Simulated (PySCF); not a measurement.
Ligands exchanged one at a time, In F-H. Gas-phase values, no solvent. Strings in code marks are SMILES.

The HOMO from two functionals at the same geometries (CAM-B3LYP-D3(BJ)/def2-TZVP), both in PySCF: PBE-D3(BJ)/def2-TZVP and CAM-B3LYP-D3(BJ)/def2-TZVP. 

| species | PBE-D3(BJ)/def2-TZVP (eV) | CAM-B3LYP-D3(BJ)/def2-TZVP (eV) |
|---|---|---|
| 0 of 3 F replaced by H (`[In]([F])([F])[F]`) | -9.18 | -12.72 |
| 1 of 3 F replaced by H (`[F][InH][F]`) | -8.23 | -11.45 |
| 2 of 3 F replaced by H (`[F][InH2]`) | -7.28 | -10.16 |
| 3 of 3 F replaced by H | -7.00 | -9.55 |

Over these rows, drawn at random from the members with no instability flagged (it was tested for open shells, ions and some series alone), PBE minus CAM-B3LYP-D3(BJ): mean +3.05 eV, from +2.56 eV to +3.54 eV.
